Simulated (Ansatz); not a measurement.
Reaction (SMILES): I (HI) → I (HI) as doublet, charge +1 + e-

Property: adiabatic ionisation energy (0 K, with zero-point energies), in eV. Conventions: no spin-orbit coupling; STO-3G and 3-21G all-electron and non-relativistic; LANL2DZ with its own core potentials from Na on; def2 sets with scalar-relativistic core potentials past Kr; UHF or UKS for open shells; six Cartesian d functions in 6-31G* and its kin unless marked 5d. Ab initio and DFT rows: single points at B3LYP-D3(BJ) geometries (Ansatz, a quantum-chemistry and plane-wave program), with unscaled harmonic terms from B3LYP/6-31G* (LANL2DZ past Ar) at its own minima. The spin state of an ion or metal species was assumed, not searched.

```tsv
level	program	adiabatic ionisation energy (0 K, with zero-point energies) (eV)
B3LYP/STO-3G	Ansatz	8.95
B3LYP/3-21G	Ansatz	10.51
B3LYP/LANL2DZ	Ansatz	10.78
B3LYP/def2-SVP	Ansatz	10.60
B3LYP/6-31G* with LANL2DZ past Ar	Ansatz	10.78
B3LYP/def2-TZVPD	Ansatz	10.61
```

No value to compare with is used here. The 5 habitual levels span 8.95 (B3LYP/STO-3G) to 10.78 eV (B3LYP/6-31G* with LANL2DZ past Ar); B3LYP/def2-TZVPD gives 10.61.

The sets are all those run for this method; runs whose electronic state is in doubt are left out.
